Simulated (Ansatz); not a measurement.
A nudged elastic band was laid between two geometries of C2H6BNO (11 atoms, charge 0, multiplicity 1).

All numbers below come from RKS PBE0-D4/STO-3G (Ansatz).

```
movable images  : 9
climbing image  : yes
spring          : 5.0 eV/Å²
optimiser       : quadratic models (default)
start path      : through a guess of the saddle point
force threshold : 0.05 eV/Å
iteration limit : 60
end points      : relaxed
```

Image 0:

```xyz
11
Properties=species:S:1:pos:R:3
N -1.358 1.464 0.058
B -0.357 0.509 -0.097
C 0.123 -0.814 0.631
C 1.180 -0.766 -0.515
O 0.625 0.485 -1.100
H -2.057 1.433 0.816
H -1.479 2.275 -0.571
H -0.532 -1.693 0.594
H 0.554 -0.724 1.636
H 2.230 -0.625 -0.191
H 1.136 -1.602 -1.241
```

Image 10:

```xyz
11
Properties=species:S:1:pos:R:3
N -1.358 1.464 0.058
B -0.357 0.508 -0.097
C 0.123 -0.814 0.632
C 1.180 -0.766 -0.515
O 0.625 0.486 -1.100
H -1.479 2.275 -0.571
H -2.058 1.433 0.815
H -0.532 -1.693 0.594
H 0.554 -0.724 1.636
H 2.230 -0.626 -0.191
H 1.136 -1.601 -1.241
```

Task: Which bonds break or form, and what moves?

Result: No bond is made or broken. The dihedral H7–N1–B2–O5 goes from 0 to -180°. The two ends are copies of one structure, up to a mirror image or an exchange of like atoms.

Task: Give the energies along the band, and the barrier.

Result: It converged. The highest image is number 5 of 0 to 10, 0.91 eV above the ends, which have the same energy within 2 meV. A vibrational analysis at the climbing image gives one clearly imaginary mode, 533i cm⁻¹: a first-order saddle point. Limits of this set-up: minimal basis.

| image | path coordinate (Å) | energy (eV) | dihedral H7–N1–B2–O5 (°) |
| --- | --- | --- | --- |
| 0 | 0.00 | 0.00 | 0 |
| 1 | 0.39 | 0.06 | 5 |
| 2 | 0.79 | 0.25 | 11 |
| 3 | 1.18 | 0.54 | 20 |
| 4 | 1.58 | 0.81 | 36 |
| 5 | 1.97 | 0.91 | 57 |
| 6 | 2.36 | 0.80 | 82 |
| 7 | 2.75 | 0.54 | 109 |
| 8 | 3.14 | 0.25 | 137 |
| 9 | 3.53 | 0.06 | 163 |
| 10 | 3.92 | 0.00 | -180 |

Task: What is the geometry of the highest image?

Result: 
```xyz
11
Properties=species:S:1:pos:R:3
N -1.529 1.393 0.273
B -0.428 0.459 0.008
C 0.177 -0.852 0.685
C 1.158 -0.745 -0.518
O 0.484 0.483 -1.038
H -1.163 2.372 0.352
H -2.175 1.436 -0.552
H -0.440 -1.759 0.675
H 0.654 -0.751 1.667
H 2.215 -0.532 -0.268
H 1.112 -1.561 -1.263
```

Task: What are the harmonic wavenumbers there?

Result: 533i, 207, 367, 407, 656, 670, 818, 925, 974, 1075, 1115, 1166, 1218, 1245, 1302, 1303, 1457, 1531, 1639, 1673, 1834, 3352, 3406, 3476, 3525, 3615, 3774 cm⁻¹.

Run time: 2.1 min on 1 thread of Intel(R) Xeon(R) 6975P-C (Granite Rapids), on a shared host, peak memory 0.19 GiB.
